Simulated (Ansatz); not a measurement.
Two isomers of CH3ClSSi: A = `CS[Si]Cl`, B = `Cl[SiH]1CS1`.

Calculated with Ansatz (gas phase, PBE0-D4/def2-TZVP geometries, no zero-point term in ΔE). CCSD(T)/CBS is the MP2 limit (def2-TZVPP, def2-QZVPP) plus CCSD(T) − MP2 in def2-TZVPP, frozen cores. This one scheme is used for every species. Functionals use def2-TZVPP. Each species was taken in one conformer, which may not be the lowest.

A:

```xyz
7

C     0.0910   -0.9509   -0.0876
S    -1.1101    0.0288    0.8456
Si   -0.8058    2.1206    0.6541
Cl    0.8603    2.2634   -0.6111
H     0.6184   -1.5989    0.6112
H    -0.4521   -1.5593   -0.8096
H     0.7983   -0.3037   -0.6027
```

B:

Z-matrix (Å, degrees):
```
Si
C 1 1.827
S 1 2.068 2 57.3
Cl 1 2.037 2 119.4 3 -109.4
H 1 1.472 2 122.3 3 107.8
H 2 1.086 1 121.1 3 -104.4
H 2 1.086 1 119.3 3 104.3
```

Q: Which isomer does CCSD(T)/CBS put lower? Give the gap. (Best estimate.)

A: The calculation gave: B, by 4.4 kcal/mol.

Q: Give E(B) − E(A) in kcal/mol with r2SCAN-D4, CCSD(T)/def2-SVP, HF/def2-TZVPP, BLYP-D4, MP2/def2-TZVPP, ωB97M-V, CCSD(T)/def2-TZVPP. (Estimate.)

A: The calculation gave: r2SCAN-D4 -6.1, CCSD(T)/def2-SVP -0.4, HF/def2-TZVPP -4.3, BLYP-D4 2.6, MP2/def2-TZVPP -7.4, ωB97M-V -2.7, CCSD(T)/def2-TZVPP -4.0. The order is the other way round with BLYP-D4.

Largest T1 diagnostic: 0.014.

At CCSD(T), def2-SVP lies +4.0 kcal/mol from the extrapolated value and def2-TZVPP +0.4 kcal/mol. From BLYP to BHLYP (50 % exact exchange), in def2-TZVPP and without D4, E(B) − E(A) moves by −5.3 kcal/mol.
